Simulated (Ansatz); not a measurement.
Counterpoise correction, worked out

The pair of Li⁺ (SMILES [Li+], atom 1) and CH$_{4}$O (SMILES CO, atoms 2–7), both closed shells, in one local arrangement (a lower one may exist), relaxed at PBE0-D4/def2-TZVP:

Li1  (-0.140, 0.364, -2.285)
C2  (0.303, -0.270, 0.538)
O3  (-0.462, 0.376, -0.507)
H4  (0.679, 0.476, 1.237)
H5  (1.142, -0.776, 0.063)
H6  (-0.317, -1.004, 1.052)
H7  (-1.205, 0.833, -0.099)
(Å)

Ansatz 0.2.0; basis: def2-TZVPPD; cores frozen in the correlated methods. The outer core shell of Li, Na, Mg and K is correlated.

CCSD(T) total energies in eV:

| system | geometry | basis functions | energy |
| --- | --- | --- | --- |
| pair | pair | all | -3343.96061 |
| Li⁺ | as in the pair | all (partner as ghosts) | -197.84966 |
| CH$_{4}$O | as in the pair | all (partner as ghosts) | -3144.51716 |
| Li⁺ | as in the pair | its own | -197.84251 |
| CH$_{4}$O | as in the pair | its own | -3144.50977 |
| Li⁺ | free (PBE0-D4 minimum) | its own | -197.84251 |
| CH$_{4}$O | free (PBE0-D4 minimum) | its own | -3144.52055 |

**Question.** Work out the interaction energy with and without the counterpoise correction, the superposition error, and the binding energy from the relaxed fragments.

**Answer.** Without correction: -3343.96061 − (-197.84251) − (-3144.50977) = -1.60833 eV.
With correction (each fragment in the whole basis): -3343.96061 − (-197.84966) − (-3144.51716) = -1.59379 eV = -36.75 kcal/mol.
The superposition error is the difference, 0.01454 eV, 1 % of the uncorrected value: each fragment borrows its partner's functions.
Deformation from the free shapes: 0.00000 eV for Li⁺ and 0.01078 eV for CH$_{4}$O.
Binding energy from relaxed fragments: -1.59379 + 0.00000 + 0.01078 = -1.58301 eV = -36.51 kcal/mol (electronic, without zero-point energy; negative means bound). For comparison, the corrected interaction energy by CCSD(T) at an estimated basis limit (MP2 extrapolated from triple and quadruple zeta, plus CCSD(T) − MP2 in triple zeta) is -1.642 eV; triple zeta with the correction binds less.

The T1 diagnostic stays at or below 0.011.

For scale, one of the runs: CCSD(T)/def2-TZVPPD, 167 basis functions, launched by `ansatz run in.yaml --threads 2 --pin off --events-out ev --progress --plain --max-ram 5222MiB`. Hardware: 2 CPU threads, shared host. Wall time 10 s; peak host memory 1.6 GiB.
